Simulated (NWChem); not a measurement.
System: CH$_{3}$ClO$_{2}$Si; SMILES O=CO[SiH2]Cl

NWChem printed, in part:

```
             Northwest Computational Chemistry Package (NWChem) 7.3.0
             --------------------------------------------------------

 C1  symmetry detected

                             Geometry "geometry" -> ""
                             -------------------------

 Output coordinates in angstroms (scale by  1.889725989 to convert to a.u.)

  No.       Tag          Charge          X              Y              Z
 ---- ---------------- ---------- -------------- -------------- --------------
    1 O                    8.0000     1.11054329    -1.81086388     0.46147182
    2 C                    6.0000     0.22710215    -1.92096708    -0.34819506
    3 O                    8.0000    -0.74797283    -1.00546972    -0.56064859
    4 Si                  14.0000    -0.84876253     0.41359478     0.36780589
    5 Cl                  17.0000     0.61290277     1.76213036    -0.17896646
    6 H                    1.0000     0.09507786    -2.78032052    -1.02102609
    7 H                    1.0000    -0.73608649     0.11824226     1.80741181
    8 H                    1.0000    -2.15883957     0.97200654    -0.01065382

 Effective nuclear repulsion energy (a.u.)     280.0868435694

                                 NWChem DFT Module
                                 -----------------

 Summary of "ao basis" -> "ao basis" (spherical)
 ------------------------------------------------------------------------------
       Tag                 Description            Shells   Functions and Types
 ---------------- ------------------------------  ------  ---------------------
 O                         def2-tzvp                11       31   5s3p2d1f
 C                         def2-tzvp                11       31   5s3p2d1f
 Si                        def2-tzvp                13       37   5s5p2d1f
 Cl                        def2-tzvp                13       37   5s5p2d1f
 H                         def2-tzvp                 4        6   3s1p

            General Information
            -------------------
          SCF calculation type: DFT
          Wavefunction type:  closed shell.
          No. of atoms     :     8
          No. of electrons :    56
           Alpha electrons :    28
            Beta electrons :    28
          Charge           :     0
          Spin multiplicity:     1
          Use of symmetry is: off; symmetry adaption is: off
          Maximum number of iterations: 150
          AO basis - number of functions:   185
                     number of shells:    71
          Convergence on energy requested:  1.00D-06
          Convergence on density requested:  1.00D-05
          Convergence on gradient requested:  5.00D-04

              XC Information
              --------------
                         B3LYP Method XC Potential
                     Hartree-Fock (Exact) Exchange  0.200
                        Slater Exchange Functional  0.800 local
                    Becke 1988 Exchange Functional  0.720 non-local
              Lee-Yang-Parr Correlation Functional  0.810
                  VWN I RPA Correlation Functional  0.190 local

             Grid Information
             ----------------
          Grid used for XC integration:  medium
          Radial quadrature: Mura-Knowles
          Angular quadrature: Lebedev.
          Tag              B.-S. Rad. Rad. Pts. Rad. Cut. Ang. Pts.
          ---              ---------- --------- --------- ---------
          O                   0.60       49          12.0       434
          C                   0.70       49          11.0       434
          Si                  1.10       88          11.0       590
          Cl                  1.00       88          12.0       590
          H                   0.35       45          12.0       434
          Grid pruning is: on
          Number of quadrature shells:   458
          Spatial weights used:  Erf1

      Superposition of Atomic Density Guess
      -------------------------------------

 Sum of atomic energies:        -937.05246940

      Non-variational initial energy
      ------------------------------

 Total energy =    -938.767000
 1-e energy   =   -1851.468211
 2-e energy   =     632.614367
 HOMO         =      -0.386121
 LUMO         =       0.009416

------------------------------------------------------------
EAF file 0: "./job.aoints.0" size=559415296 bytes
------------------------------------------------------------
               write      read    awrite     aread      wait
               -----      ----    ------     -----      ----
     calls:     1067         0         0         0         0
   data(b): 5.59e+08  0.00e+00  0.00e+00  0.00e+00
   time(s): 0.00e+00  0.00e+00  0.00e+00  0.00e+00  0.00e+00
rate(mb/s): 0.00e+00  0.00e+00
------------------------------------------------------------

     ---------------------------------------------
      Total Density - Mulliken Population Analysis
     ---------------------------------------------

    Atom       Charge   Shell Charges
 -----------   ------   -------------------------------------------------------
    1 O    8     8.75   0.79  1.18  0.61  0.95  0.29  2.01  2.10  0.79  0.00  0.02  0.00
    2 C    6     5.17   0.86  1.12  0.52  0.57  0.10  0.88  0.78  0.16  0.05  0.11  0.02
    3 O    8     8.59   0.79  1.18  0.59  0.96  0.22  1.95  2.16  0.72  0.00  0.02  0.00
    4 Si  14    13.12   2.00  0.59  1.39  0.82  0.38  4.10  1.73  0.46  1.00  0.29  0.14  0.16  0.05
    5 Cl  17    17.39   2.01  0.45  1.52  1.11  0.84  4.19  1.69  1.11  2.96  1.51  0.00  0.02  0.00
    6 H    1     0.88   0.24  0.46  0.16  0.02
    7 H    1     1.04   0.23  0.54  0.27  0.01
    8 H    1     1.05   0.23  0.54  0.27  0.01

[...]
```

Level: B3LYP/def2-TZVP. Structure relaxed at the B3LYP/6-31G* (spherical d) level.

Question: Reconstruct the input file.

Answer: One answer among several that fit: the input that was run:
```
start job
memory heap 200 mb stack 900 mb global 1100 mb
geometry units angstroms noautoz
  O      1.056003    -1.882282     0.410948
  C      0.218566    -1.914886    -0.452642
  O     -0.714694    -0.956508    -0.663783
  Si    -0.827312     0.407755     0.342216
  Cl     0.703375     1.736894    -0.037732
  H      0.100592    -2.728095    -1.182980
  H     -0.807919     0.024233     1.765216
  H     -2.095777     1.030825    -0.075082
end
basis spherical
  * library def2-tzvp
end
dft
  xc b3lyp
  iterations 150
  semidirect filesize 400000000
  mulliken
end
task dft energy
```
